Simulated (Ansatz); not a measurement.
Total energies of Nb₅O₁₈H₁₁, a hydroxylated oxide cluster from Ansatz at PBE0-D4/def2-TZVP, gas phase (1 Eh = 27.2114 eV = 2625.5 kJ/mol). The reference geometry is relaxed at PBE-D4/def2-SVP.

```xyz
34

Nb   -0.106   -0.385   -1.715
Nb   -2.178   -0.823    1.780
Nb    2.378    0.986   -2.838
Nb    1.974   -0.123    0.627
Nb   -2.415    1.652   -0.178
O     1.758    1.506    1.583
O     1.349   -1.326   -0.727
O     3.784   -0.151    0.135
O    -0.244    0.123    0.461
O     1.826   -1.322    2.160
O    -3.079   -0.390   -0.107
O    -3.645   -1.463    2.768
O    -1.723   -2.453    0.643
O    -0.764   -1.136    2.958
O    -0.835    2.732    0.398
O    -1.237   -1.864   -1.735
O     4.149    0.195   -2.591
O     2.425    2.463   -3.722
O    -2.497    1.030    1.743
O    -3.702    2.668   -0.689
O     0.861   -0.155   -3.343
O     1.570    1.212   -1.160
O    -1.415    1.008   -1.755
H     1.106    2.234    1.500
H     4.989    0.495   -2.986
H     4.186   -0.190   -0.773
H    -0.262    1.121    0.602
H     2.084   -2.262    2.116
H    -2.933   -0.977   -0.883
H    -4.553   -1.113    2.828
H    -1.225   -3.159    1.095
H     0.230   -1.175    2.838
H    -0.423    3.358   -0.229
H    -1.431   -2.314   -0.802
```

```tsv
state	geometry	energy (Eh)
charge 0 singlet	reference	-1645.97251
charge 1 doublet	reference	-1645.59929
charge -1 doublet	reference	-1646.03278
free Nb atom (sextet)	–	-56.81952
free O atom (triplet)	–	-75.01860
free H atom (doublet)	–	-0.50104
```

In the def2 sets Nb takes a core potential; there is no spin–orbit coupling. Single mean-field runs in def2-TZVP are fitted with def2-universal-jkfit.

Work out the vertical ionisation energy to the doublet.

E(charge 1 doublet) − E(charge 0 singlet) = -1645.59929 − (-1645.97251) = 0.37322 Eh = 10.16 eV. For comparison, −ε of the highest occupied level is 8.86 eV at this level, 1.30 eV less.

Work out the vertical electron affinity, to the doublet.

E(charge 0 singlet) − E(charge -1 doublet) = -1645.97251 − (-1646.03278) = 0.06027 Eh = 1.64 eV. The basis lacks diffuse functions, which makes affinities too small.

Give the fundamental gap IE − EA, the Mulliken electronegativity (IE + EA)/2 and the hardness (IE − EA)/2.

From the values in Eh: IE − EA = 0.37322 − 0.06027 = 0.31295 Eh = 8.52 eV; (IE + EA)/2 = 5.90 eV; (IE − EA)/2 = 4.26 eV. The HOMO–LUMO gap of the same run is 6.02 eV, 2.50 eV smaller than the fundamental gap.

What is the binding energy per atom against free atoms?

Atoms: 5 × (-56.81952) + 18 × (-75.01860) + 11 × (-0.50104) = -1639.94384 Eh. Binding: -1639.94384 − (-1645.97251) = 6.02867 Eh = 164.05 eV, or 4.82 eV for each of 34 atoms (no zero-point energy, no counterpoise term).
